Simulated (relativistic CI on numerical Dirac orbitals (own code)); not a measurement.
Method of calculation: Dirac-Coulomb-Breit CI, KLI orbitals optimised for each configuration, model QED, valence Slater integrals scaled by 0.85, P86 correlation energy added to each configuration (own radial code, finite nucleus).

Configuration list (outside the closed core [Ar] 3d10): 4s2.4p6.4d9, 4s2.4p6.4d8.5s, 4s2.4p6.4d8.4f, 4s2.4p6.4d8.5p, 4s2.4p5.4d10, 4s2.4p6.4d8.5d, 4s2.4p6.4d8.6s, 4s2.4p6.4d8.6p, 4s2.4p6.4d8.6d, 4s2.4p6.4d7.5s.5p, 4s2.4p6.4d8.7s, 4s2.4p6.4d8.5f, 4s2.4p6.4d8.7p, 4s2.4p6.4d8.5g, 4s2.4p6.4d8.7d, 4s.4p6.4d10, 4s2.4p5.4d9.4f, 4s2.4p6.4d7.4f.5s, 4s2.4p6.4d7.5p.5d, 4s2.4p6.4d7.5s2, 4s2.4p6.4d6.4f.5s2, 4s2.4p6.4d6.5s2.5p, 4s2.4p6.4d6.5s2.5d, 4s2.4p6.4d6.5s2.6s. Double excitations out of closed p, d and f shells are left out; levels of such configurations are missing from the list, as are those of other unlisted configurations, and high levels can miss mixing partners.

At this charge configurations can still be misplaced by up to about 7 % of their energy. 36 of the 69 excited levels that our extract of the measured tables holds in this range could be paired (the sources list more); they are missed by 5737 cm⁻¹ on average and 9268 at most, and levels without a partner can miss by more.

Outline of the computed level scheme of In V. Lowest level of each configuration: 4s2.4p6.4d9 2D_5/2 at 0.0000 eV; 4s2.4p6.4d8.5s 4F_9/2 at 20.8738 eV; 4s2.4p6.4d8.5p 4D°_7/2 at 29.8527 eV.

Some strong electric-dipole decays among the lowest 45 levels: 4s2.4p6.4d8.5p 2D°_3/2 → 4s2.4p6.4d9 2D_5/2 (6.0e+09 s⁻¹); 4s2.4p6.4d8.5p 2D°_5/2 → 4s2.4p6.4d9 2D_5/2 (4.6e+09 s⁻¹); 4s2.4p6.4d8.5p 2D°_3/2 → 4s2.4p6.4d9 2D_3/2 (4.6e+09 s⁻¹); 4s2.4p6.4d8.5p 2F°_5/2 → 4s2.4p6.4d9 2D_5/2 (4.3e+09 s⁻¹); 4s2.4p6.4d8.5p 4P°_5/2 → 4s2.4p6.4d9 2D_5/2 (3.8e+09 s⁻¹); 4s2.4p6.4d8.5p 2D°_3/2 → 4s2.4p6.4d9 2D_3/2 (3.4e+09 s⁻¹); 4s2.4p6.4d8.5p 2F°_7/2 → 4s2.4p6.4d9 2D_5/2 (3.1e+09 s⁻¹); 4s2.4p6.4d8.5p 2D°_5/2 → 4s2.4p6.4d9 2D_5/2 (2.0e+09 s⁻¹).

LS names give the leading component of a level, which can be under half, so a name can repeat, a term be missing and a line seem to break the LS rules.
